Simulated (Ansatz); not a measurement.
`[SiH3]C[CH2][InH2]`. Total charge 0; spin multiplicity 1. In: def2 effective core potential. The geometry is a stationary point of PBE0-D4/def2-TZVP. It is one conformer, not always the lowest.

```xyz
13

Si   -0.442    1.569   -0.165
C    -1.194   -0.092    0.238
C    -0.093   -1.001    0.795
In    1.591   -1.064   -0.596
H    -1.295    2.491   -0.960
H     0.045    2.270    1.052
H     0.788    1.266   -0.992
H    -1.605   -0.504   -0.690
H    -2.040    0.020    0.928
H     0.259   -0.639    1.764
H    -0.463   -2.019    0.952
H     3.220   -0.781   -0.099
H     1.228   -1.517   -2.229
```

(1) What is the dipole moment at r2SCAN/def2-TZVPP? (An estimate is asked.)

(2) And with PBE, B3LYP, ωB97M-V? (An estimate is asked.)

(3) Give the Mulliken charges with r2SCAN, B3LYP, ωB97M-V in def2-TZVPP. (Estimate.)

Results:

(1) The calculation gave: 1.61 D, with components (-1.39, -0.01, 0.82) D in this frame, pointing from negative to positive charge.

(2) Computed: PBE 1.63 D, B3LYP 1.59 D, ωB97M-V 1.53 D.

(3) Ansatz gave: 
```tsv
atom	r2SCAN	B3LYP	ωB97M-V
Si1	0.30	0.28	0.20
C2	-0.16	-0.23	-0.32
C3	-0.41	-0.47	-0.54
In4	0.51	0.55	0.43
H5	-0.07	-0.06	-0.02
H6	-0.06	-0.06	-0.02
H7	-0.10	-0.10	-0.06
H8	0.07	0.10	0.14
H9	0.06	0.09	0.12
H10	0.09	0.11	0.15
H11	0.07	0.10	0.13
H12	-0.15	-0.15	-0.11
H13	-0.16	-0.17	-0.11
```

B3LYP here is the variant with VWN-RPA as its local correlation; programs differ in this.
